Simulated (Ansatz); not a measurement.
Species: H₃GaO, SMILES `[OH][GaH2]` (H–O–Ga–H torsion 0°) (charge 0, multiplicity 1).

### Question
Give a relaxed geometry from CAM-B3LYP-D3(BJ)/def2-TZVP in Ansatz (a quantum-chemistry and plane-wave program).

### Answer
This is not unique; one that fits is the end point of this relaxation, one of several conformers (outside a Z-matrix the atoms follow the SMILES, hydrogens last).
Bond lengths (Å): O1–Ga2 1.785, O1–H3 0.960, Ga2–H4 1.558, Ga2–H5 1.549. Angles (°): Ga2–O1–H3 115.5, O1–Ga2–H4 117.5, O1–Ga2–H5 113.7, H4–Ga2–H5 128.8.
